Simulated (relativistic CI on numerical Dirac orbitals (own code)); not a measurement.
# What each ingredient does to the levels of Br⁶⁺

Base calculation: Dirac-Coulomb-Breit CI, orbitals from a KLI potential per configuration, a model potential for QED, unscaled Slater integrals.

CI space (outside the closed core [Ar]): 3d10 4s, 3d10 4p, 3d10 4d, 3d10 4f, 3d10 5s, 3d10 5p, 3d10 5d, 3d9 4s2, 3d10 6s, 3d10 6p, 3d10 5f, 3d10 5g, 3d9 4p2, 3d10 6d, 3d8 4s 4p2, 3d10 7s. Levels of other configurations are missing.

Variants: (1) configuration mixing switched off; (2) non-relativistic limit. Shifts of the energy above 3d10 4s 2S_1/2, in cm⁻¹, for the lowest level and the first level of each name with at least 55 % of one term (blank where a level changes its place among those of its configuration and J or its character, or is not in the variant):

```tsv
Level	Base	Δ(1)	Δ(2)	Measured
3d10 4s 2S_1/2	0	0	0	0
3d10 4p 2P°_1/2	127417	-615	-3545	
3d10 4p 2P°_3/2	134739	-627	-10866	
3d10 4d 2D_3/2	324236	-445	-11571	327205
3d10 4d 2D_5/2	325165	-444	-12500	328066
3d10 5s 2S_1/2	403481	-686	-7523	
3d10 5p 2P°_1/2	452255	-678	-8568	
3d10 5p 2P°_3/2	455010	-671	-11322	
3d10 4f 2F°_7/2	478580	-653	-11609	
3d10 4f 2F°_5/2	478619	-653	-11648	
3d9 4s2 2D_5/2	521098	+8909	+25032	
3d9 4s2 2D_3/2	529179	+9223	+16952	
3d10 5d 2D_3/2	532595	-1048	-12082	
3d10 5d 2D_5/2	532676	-729	-12163	
3d10 6s 2S_1/2	566461	-674	-9662	
3d10 6p 2P°_1/2	590399	-672	-10100	
3d10 6p 2P°_3/2	591769	-668	-11470	
3d10 5f 2F°_7/2	601155	-657	-11618	
3d10 5f 2F°_5/2	601186	-658	-11649	
3d10 5g 2G_7/2	605260	-654	-11610	
3d10 5g 2G_9/2	605264	-654	-11614	
3d10 6d 2D_3/2	631077	-642	-11604
```

At this charge configurations can still be misplaced by up to about 7 % of their energy. 2 of the 2 excited levels that our extract of the measured tables holds in this range could be paired (the sources list more); they are missed by 2935 cm⁻¹ on average and 2969 at most, and levels without a partner can miss by more.

Measured levels: Moore, Atomic Energy Levels, vol. II, NSRDS-NBS 35 (1971 reprint of NBS Circular 467, 1952).

Ionisation energy from the two ground configurations alone: base 101.638 eV. The NIST ASD value (semi-empirical) is 103.03 eV.

LS names give the leading component of a level, which can be under half, so a name can repeat, a term be missing and a line seem to break the LS rules.
